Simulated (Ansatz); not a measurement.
Relaxation of C3H9FO3Si (17 atoms, charge 0, multiplicity 1), to a largest force component of 0.02 eV/Å in at most 40 steps.

Computed with Ansatz 0.2.0, RKS PBE0-D4/STO-3G.

```xyz
17
Properties=species:S:1:pos:R:3
Si 0.000 0.000 0.000
O 0.000 0.000 1.680
C -1.111 -0.344 2.494
H -1.814 -0.978 1.914
H -0.758 -0.904 3.386
H -1.631 0.581 2.821
O 1.584 0.000 -0.559
C 2.350 -1.163 -0.836
H 1.719 -1.905 -1.367
H 3.218 -0.893 -1.473
H 2.714 -1.602 0.116
O -0.791 1.371 -0.559
C -2.151 1.418 -0.965
H -2.769 0.822 -0.261
H -2.502 2.471 -0.964
H -2.247 0.998 -1.988
F -0.749 -1.297 -0.529
```

Task: Where does it end, and by what steps?

Result: The forces met the threshold. The force dipped under the threshold on the way, but the program's further checks kept it going. Limits of this set-up: minimal basis. After 12 steps the energy has fallen by 0.700 eV; O2 moved furthest, 0.67 Å.

```json
{"step": "0", "energy less start (eV)": "0.0000", "largest force component (eV/Å)": "2.393", "accepted": "yes"}
{"step": "1", "energy less start (eV)": "-0.4648", "largest force component (eV/Å)": "0.743", "accepted": "yes"}
{"step": "2", "energy less start (eV)": "-0.5823", "largest force component (eV/Å)": "0.425", "accepted": "yes"}
{"step": "3", "energy less start (eV)": "-0.6308", "largest force component (eV/Å)": "0.286", "accepted": "yes"}
{"step": "4", "energy less start (eV)": "-0.6563", "largest force component (eV/Å)": "0.346", "accepted": "yes"}
{"step": "5", "energy less start (eV)": "-0.6720", "largest force component (eV/Å)": "0.294", "accepted": "yes"}
{"step": "6", "energy less start (eV)": "-0.6879", "largest force component (eV/Å)": "0.250", "accepted": "yes"}
{"step": "7", "energy less start (eV)": "-0.6948", "largest force component (eV/Å)": "0.106", "accepted": "yes"}
{"step": "8", "energy less start (eV)": "-0.6978", "largest force component (eV/Å)": "0.089", "accepted": "yes"}
{"step": "9", "energy less start (eV)": "-0.6990", "largest force component (eV/Å)": "0.062", "accepted": "yes"}
{"step": "10", "energy less start (eV)": "-0.6995", "largest force component (eV/Å)": "0.050", "accepted": "yes"}
{"step": "11", "energy less start (eV)": "-0.6998", "largest force component (eV/Å)": "0.018", "accepted": "yes"}
{"step": "12", "energy less start (eV)": "-0.6999", "largest force component (eV/Å)": "0.011", "accepted": "yes"}
```

```xyz
17
Properties=species:S:1:pos:R:3
Si -0.064 -0.090 -0.250
O 0.195 -0.558 1.365
C -0.995 -0.415 2.178
H -1.853 -1.024 1.821
H -0.749 -0.764 3.197
H -1.345 0.636 2.265
O 1.462 0.036 -0.975
C 2.312 -1.090 -0.633
H 1.959 -2.050 -1.065
H 3.314 -0.887 -1.055
H 2.429 -1.237 0.460
O -0.740 1.458 -0.434
C -2.166 1.426 -0.690
H -2.767 1.172 0.209
H -2.468 2.440 -1.010
H -2.461 0.718 -1.493
F -1.003 -1.197 -0.984
```

Run time: 74 s on 1 thread of Arm Neoverse V2, with other jobs on the host, peak memory 0.17 GiB.
